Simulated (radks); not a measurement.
Polarisability of neutral scandium, [Ar] 3d1 4s2, at imaginary frequency. All-electron calculation, non-relativistic Kohn-Sham, LB94 model potential, spin-polarised, spherical densities, point nucleus; open shells are filled with parallel spins first. Program: a radial shooting solver on a logarithmic mesh with Libxc functionals. Response by self-consistent Sternheimer equations with the Hartree and adiabatic LDA kernel.

w (hartree),alpha1(iw) (bohr^3)
0.00266,98.62
0.0143,97.68
0.0360,92.77
0.0697,79.93
0.118,59.59
0.186,38.67
0.280,23.08
0.413,13.43
0.605,7.884
0.892,4.681
1.35,2.709
2.12,1.422
3.59,0.6204
6.94,0.2051
17.5,0.04288

Static values: alpha1 = 98.65 bohr^3 (14.62 angstrom^3; uncoupled 181.7). C6 = 1104, triple-dipole C9 = 79270 atomic units. One-pole (London) frequency 4 C6 / (3 alpha1^2) = 0.151 hartree, against 0.251 for minus the highest occupied eigenvalue. Recommended static value: 97 bohr^3 (Schwerdtfeger and Nagle, 2023 table).
